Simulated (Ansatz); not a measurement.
`[F][In]([SH])[O][SiH3]` and `[F][Al]([SH])[O][SiH3]` differ in one element.

Ansatz, PBE0-D4/def2-TZVP geometries, multiplicity 1. Each molecule was computed in one conformer, which needn't be the lowest.

Elements past krypton have def2 core potentials.

```
                             property  `[F][In]([SH])[O][SiH3]`
   LUMO energy (PBE0/def2-TZVPP) / eV                     -2.39
  HOMO–LUMO gap (PBE/def2-TZVPP) / eV                      3.75
 HOMO–LUMO gap (PBE0/def2-TZVPP) / eV                      5.95
HOMO energy (ωB97M-V/def2-TZVPP) / eV                    -10.55
    HOMO energy (PBE/def2-TZVPP) / eV                     -7.05
LUMO energy (ωB97M-V/def2-TZVPP) / eV                     -0.48
```

Q: What does the change do to each property? (Estimate.)

A: The calculation gave: 
| property | `[F][Al]([SH])[O][SiH3]` | shift |
| --- | --- | --- |
| LUMO energy (PBE0/def2-TZVPP) / eV | -0.94 | 1.45 |
| HOMO–LUMO gap (PBE/def2-TZVPP) / eV | 5.06 | 1.31 |
| HOMO–LUMO gap (PBE0/def2-TZVPP) / eV | 7.14 | 1.19 |
| HOMO energy (ωB97M-V/def2-TZVPP) / eV | -10.28 | 0.27 |
| HOMO energy (PBE/def2-TZVPP) / eV | -6.86 | 0.19 |
| LUMO energy (ωB97M-V/def2-TZVPP) / eV | 0.67 | 1.15 |

With PBE0 the HOMO rises by 0.25 eV and the LUMO rises by 1.45 eV, so the gap widens by about 1.20 eV. PBE moves the HOMO by 0.19 eV and ωB97M-V by 0.27 eV.
